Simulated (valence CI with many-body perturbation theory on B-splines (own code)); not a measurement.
**Dy LXI: electric-dipole lines**

Calculated by relativistic CI+MBPT: four valence electrons over a frozen Dirac-Fock core [He], radial functions for each j: 11 s, 11 p, 10 d, 8 f, 5 g, 2 h, with the one-electron correlation potential Σ1, the two-electron term Σ2, the three-electron term Σ3, Breit, model QED; selected CI, second order for the rest, scaled by the run's own slope (own B-spline code, finite nucleus).

The last digits are not significant, and no measured levels were compared; by estimate large intervals hold to a few tenths of a per cent, small ones and those within an open d or f shell to about a per cent. Among the levels kept, up to 930 cm⁻¹ of a level comes from second order outside the variational space, and about a tenth of that is noise between levels of different J, which matters for small intervals.

Lines 101 to 150 of 552 in falling wavelength, among levels below 10640 eV, chosen from the strongest by gf and those to the six lowest levels. Wavelengths and rates use the calculated energies. Electric multipoles are in the length gauge, E1 and E2 with the static RPA response of the core. Weak lines are less certain than strong ones. Lines between different terms over intervals too small for the method are left out, as are lines whose strength nearly cancels. The highest levels of a list are the least certain.

Levels are named by their leading jj configuration (3d3/2^4 stands for four electrons in 3d with j = 3/2), which in mixed levels can hold well under half, so a name can repeat and another be missing. Letters in brackets count levels of one name in rising energy.

| λ vac (Å) | Upper | Lower | A (s⁻¹) | log gf | Branch % |
| --- | --- | --- | --- | --- | --- |
| 37.72 | (2s^2 2p3/2 3d3/2) J=1 | (2s^2 2p3/2 3p1/2) J=1 | 2.58e+11 | -0.78 | 0.0 |
| 37.70 | (2s 2p3/2^2 3d3/2) J=1 [c] | (2s 2p3/2^2 3p1/2) J=1 [a] | 1.84e+11 | -0.93 | 0.0 |
| 37.69 | (2p1/2 2p3/2^2 3p3/2) J=3 [b] | (2p1/2 2p3/2^2 3s) J=3 | 1.30e+11 | -0.71 | 0.0 |
| 37.67 | (2p1/2 2p3/2^2 3p3/2) J=1 [c] | (2p1/2 2p3/2^2 3s) J=0 | 3.13e+11 | -0.70 | 0.1 |
| 37.60 | (2s 2p3/2^2 3d3/2) J=2 [c] | (2s 2p3/2^2 3p1/2) J=1 [b] | 1.94e+11 | -0.69 | 0.0 |
| 37.59 | (2p1/2 2p3/2^2 3p3/2) J=4 | (2p1/2 2p3/2^2 3s) J=3 | 2.84e+11 | -0.27 | 0.1 |
| 37.52 | (2s 2p1/2 2p3/2 3p3/2) J=2 [a] | (2s 2p1/2 2p3/2 3s) J=1 [a] | 1.72e+11 | -0.74 | 0.1 |
| 37.52 | (2s 2p3/2^2 3p3/2) J=2 [b] | (2s 2p3/2^2 3s) J=1 [a] | 3.50e+11 | -0.43 | 0.8 |
| 37.44 | (2s 2p1/2 2p3/2 3p3/2) J=4 | (2s 2p1/2 2p3/2 3s) J=3 | 4.29e+11 | -0.09 | 24.6 |
| 37.43 | (2s 2p1/2 2p3/2 3p3/2) J=3 [b] | (2s 2p1/2 2p3/2 3s) J=2 [b] | 1.81e+11 | -0.57 | 0.1 |
| 37.41 | (2s 2p1/2 2p3/2 3d3/2) J=3 [b] | (2s 2p1/2 2p3/2 3p1/2) J=3 | 1.61e+11 | -0.63 | 0.0 |
| 37.38 | (2p1/2^2 2p3/2 3d3/2) J=1 | (2p1/2^2 2p3/2 3p1/2) J=1 | 1.90e+11 | -0.92 | 0.1 |
| 37.37 | (2s^2 2p3/2 3d5/2) J=3 | (2s 2p1/2 2p3/2 3s) J=2 [a] | 1.74e+11 | -0.59 | 0.0 |
| 37.36 | (2s 2p3/2^2 3p3/2) J=2 [c] | (2s 2p3/2^2 3s) J=2 [b] | 1.30e+11 | -0.87 | 0.5 |
| 37.04 | (2p1/2 2p3/2^2 3p3/2) J=2 [c] | (2p1/2 2p3/2^2 3s) J=1 [b] | 3.30e+11 | -0.47 | 0.1 |
| 37.02 | (2s 2p3/2^2 3p3/2) J=2 [c] | (2s 2p3/2^2 3s) J=1 [b] | 1.95e+11 | -0.70 | 0.8 |
| 36.95 | (2s 2p3/2^2 3p3/2) J=3 [a] | (2s 2p3/2^2 3s) J=3 | 2.84e+11 | -0.39 | 0.3 |
| 36.75 | (2p1/2^2 2p3/2 3p3/2) J=3 | (2p1/2^2 2p3/2 3s) J=2 | 2.35e+11 | -0.48 | 0.1 |
| 36.72 | (2s^2 2p1/2 3p3/2) J=2 | (2s^2 2p1/2 3s) J=1 | 5.07e+11 | -0.29 | 18.4 |
| 36.64 | (2s 2p1/2 2p3/2 3p3/2) J=2 [d] | (2s 2p1/2 2p3/2 3s) J=2 [c] | 2.15e+11 | -0.66 | 0.1 |
| 36.55 | (2p1/2 2p3/2^2 3d3/2) J=3 [b] | (2p1/2 2p3/2^2 3p1/2) J=3 | 1.35e+11 | -0.72 | 0.0 |
| 36.49 | (2s^2 2p1/2 3p3/2) J=1 | (2s^2 2p1/2 3s) J=1 | 1.95e+11 | -0.93 | 4.5 |
| 36.33 | (2s 2p1/2 2p3/2 3p3/2) J=1 [b] | (2s 2p1/2 2p3/2 3s) J=2 [b] | 4.82e+11 | -0.54 | 0.2 |
| 36.32 | (2s 2p3/2^2 3p3/2) J=2 [c] | (2s 2p3/2^2 3s) J=1 [a] | 1.45e+11 | -0.84 | 0.6 |
| 36.23 | (2s 2p1/2 2p3/2 3d3/2) J=2 [b] | (2s 2p1/2 2p3/2 3p1/2) J=3 | 1.39e+11 | -0.86 | 0.0 |
| 36.18 | (2s 2p1/2 2p3/2 3p3/2) J=1 [c] | (2s 2p1/2 2p3/2 3s) J=1 [c] | 2.41e+11 | -0.85 | 0.1 |
| 36.13 | (2s^2 2p1/2 3p3/2) J=1 | (2s^2 2p1/2 3s) J=0 | 3.70e+11 | -0.66 | 8.5 |
| 36.05 | (2p1/2 2p3/2^2 3p3/2) J=1 [b] | (2p1/2 2p3/2^2 3s) J=2 [b] | 2.64e+11 | -0.81 | 0.1 |
| 35.98 | (2s 2p1/2^2 3p3/2) J=2 | (2s 2p1/2^2 3s) J=1 | 4.75e+11 | -0.34 | 2.6 |
| 35.75 | (2s 2p1/2 2p3/2 3p3/2) J=2 [d] | (2s 2p1/2 2p3/2 3s) J=1 [b] | 2.82e+11 | -0.57 | 0.2 |
| 35.66 | (2s^2 2p3/2 3p3/2) J=2 | (2s^2 2p3/2 3s) J=1 | 3.08e+11 | -0.53 | 3.0 |
| 35.64 | (2p1/2^2 2p3/2 3p3/2) J=2 | (2p1/2^2 2p3/2 3s) J=1 | 1.78e+11 | -0.77 | 0.1 |
| 35.55 | (2s 2p3/2^2 3p3/2) J=2 [a] | (2s 2p3/2^2 3s) J=2 [a] | 4.49e+11 | -0.37 | 0.1 |
| 35.54 | (2s 2p1/2 2p3/2 3p3/2) J=2 [b] | (2s 2p1/2 2p3/2 3s) J=3 | 1.74e+11 | -0.78 | 0.1 |
| 35.52 | (2s 2p1/2 2p3/2 3p3/2) J=1 [c] | (2s 2p1/2 2p3/2 3s) J=0 | 2.76e+11 | -0.81 | 0.2 |
| 35.49 | (2s 2p1/2^2 3p3/2) J=1 | (2s 2p1/2^2 3s) J=1 | 2.01e+11 | -0.94 | 0.1 |
| 35.10 | (2s 2p1/2 2p3/2 3p3/2) J=1 [d] | (2s 2p1/2 2p3/2 3s) J=1 [b] | 3.12e+11 | -0.76 | 1.5 |
| 35.01 | (2s 2p1/2 2p3/2 3p3/2) J=3 [b] | (2s 2p1/2 2p3/2 3s) J=3 | 3.18e+11 | -0.39 | 0.1 |
| 34.91 | (2s 2p1/2 2p3/2 3p3/2) J=2 [a] | (2s 2p1/2 2p3/2 3s) J=2 [a] | 2.03e+11 | -0.73 | 0.1 |
| 34.88 | (2s^2 2p3/2 3p3/2) J=2 | (2s^2 2p3/2 3s) J=2 | 2.99e+11 | -0.56 | 2.9 |
| 34.78 | (2p1/2 2p3/2^2 3p3/2) J=2 [b] | (2p1/2 2p3/2^2 3s) J=2 [b] | 3.18e+11 | -0.54 | 0.1 |
| 34.15 | (2s 2p3/2^2 3p3/2) J=1 [c] | (2s 2p3/2^2 3s) J=1 [b] | 4.99e+11 | -0.58 | 0.4 |
| 33.77 | (2p1/2 2p3/2^2 3p3/2) J=1 [b] | (2p1/2 2p3/2^2 3s) J=1 [a] | 2.78e+11 | -0.85 | 0.1 |
| 33.40 | (2s^2 2p3/2 3p3/2) J=0 | (2s^2 2p3/2 3s) J=1 | 7.46e+11 | -0.90 | 6.7 |
| 33.26 | (2s 2p3/2^2 3p3/2) J=2 [a] | (2s 2p3/2^2 3s) J=3 | 1.56e+11 | -0.89 | 0.0 |
| 11.86 | (2s 2p3/2^2 3d5/2) J=5 | (2s^2 2p3/2 3d5/2) J=4 | 7.52e+11 | -0.76 | 92.0 |
| 11.85 | (2s 2p3/2^2 3p3/2) J=4 | (2s^2 2p3/2 3p3/2) J=3 | 7.82e+11 | -0.83 | 31.3 |
| 11.84 | (2s 2p3/2^2 3s) J=3 | (2s^2 2p3/2 3s) J=2 | 9.39e+11 | -0.86 | 1.4 |
| 11.83 | (2p1/2 2p3/2^2 3p3/2) J=2 [a] | (2s 2p1/2 2p3/2 3p3/2) J=1 [c] | 1.17e+12 | -0.91 | 0.4 |
| 11.82 | (2p1/2 2p3/2^2 3d5/2) J=3 | (2s 2p1/2 2p3/2 3d5/2) J=2 [c] | 9.28e+11 | -0.87 | 2.2 |

**Question.** How does gf follow from A for the line at 37.37 Å?

**Answer.** gf = 1.4992 × (2J+1)_upper × A / σ², with σ = 2675743 cm⁻¹ and 2J+1 = 7: gf = 0.255.
